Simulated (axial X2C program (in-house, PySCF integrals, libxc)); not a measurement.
Correcting the dissociation energy of MgTe⁺ for spin–orbit coupling

A spin-free PBE0 curve (one-electron X2C) was computed with an axial X2C code built on PySCF integrals, basis Te dyall-cv3z [11s12p8d4f1g], Mg dyall-cv3z [9s8p6d3f] (cores contracted in-house), for the state M_S = 1/2, Λ = 1 (beyond evenly filled blocks: π+α, π+β, π-α). It gives D0 = 1.786 eV to Te + Mg+, which in a spin-free picture are the weighted means of the ground terms.

Measured levels of the ground terms (NIST Handbook of Basic Atomic Spectroscopic Data), in cm⁻¹: Te 3P: J = 2 at 0, J = 0 at 4706.5, J = 1 at 4750.7; Mg+ 2S: J = 1/2 at 0.

The two components of the molecular doublet are 3782 cm⁻¹ apart in the PBE0 2c search (Ω = 3/2 lower), so the lower one lies 1891 cm⁻¹ under their mean.

(1) How far does each ground level lie under the (2J+1)-weighted mean of its term?

(2) Correct D0.

Second-order spin–orbit effects in the molecule, which grow quickly with Z, are left out. The state is one determinant whose occupation by symmetry is held fixed; it was picked as the lowest of a PBE0 search that is not exhaustive. De is counted from the lowest determinant-based energies of the atoms at the same level, without counterpoise correction. The functionals have no current-density term, which raises determinants with orbital currents, atoms included.

## Answers

(1) Te: (5 × 0 + 1 × 4706.5 + 3 × 4750.7)/9 = 2107 cm⁻¹; Mg+: a single level, 0.

(2) D0 = 1.786 + (1891 − 2107)/8065.5 = 1.759 eV at PBE0 with these spin–orbit terms.
